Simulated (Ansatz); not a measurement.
The same path of C2H5FOSi (10 atoms, charge 0, multiplicity 1) was run 3 times with different band settings. The coordinate that changes most is the dihedral H7–C1–C2–Si4.

The calculation used RKS PBE-D4/def2-SVP (Ansatz 0.2.0).

Relaxed end points:

```xyz
10
Properties=species:S:1:pos:R:3
C -1.049 -0.530 0.749
C 0.371 -0.441 0.246
O 0.512 -0.653 -1.249
Si 0.998 0.900 -0.824
F 0.024 2.128 -1.279
H -1.724 0.179 0.230
H -1.083 -0.308 1.835
H -1.448 -1.556 0.598
H 1.083 -1.086 0.802
H 2.399 1.316 -1.104
```

```xyz
10
Properties=species:S:1:pos:R:3
C -1.102 -0.682 0.511
C 0.298 -0.550 -0.034
O 0.362 -0.016 -1.452
Si 1.115 1.046 -0.387
F 0.351 2.456 -0.087
H -1.675 -1.433 -0.075
H -1.659 0.275 0.476
H -1.070 -1.025 1.565
H 0.905 -1.474 0.064
H 2.558 1.353 -0.579
```

Common settings: movable images 7; spring 5.0 eV/Å²; start path IDPP; force threshold 0.05 eV/Å; iteration limit 60; end points relaxed.

| run | climbing image | optimiser |
| --- | --- | --- |
| 1 | yes | quadratic models (default) |
| 2 | from the first iteration | lbfgs |
| 3 | yes | lbfgs |

Question: What does each run give, and how far can it be trusted?

Answer: Run 1: converged after 4 iterations, highest image 0.112 eV above the first end. A vibrational analysis at the climbing image gives one clearly imaginary mode, 212i cm⁻¹: a first-order saddle point.
Run 2: converged after 10 iterations, highest image 0.112 eV above the first end. Another band between the same ends (7 images) ends at a top of the same energy, where a vibrational analysis finds 1 clearly imaginary mode.
Run 3: converged after 11 iterations, highest image 0.113 eV above the first end. Another band between the same ends (7 images) ends at a top of the same energy, where a vibrational analysis finds 1 clearly imaginary mode.
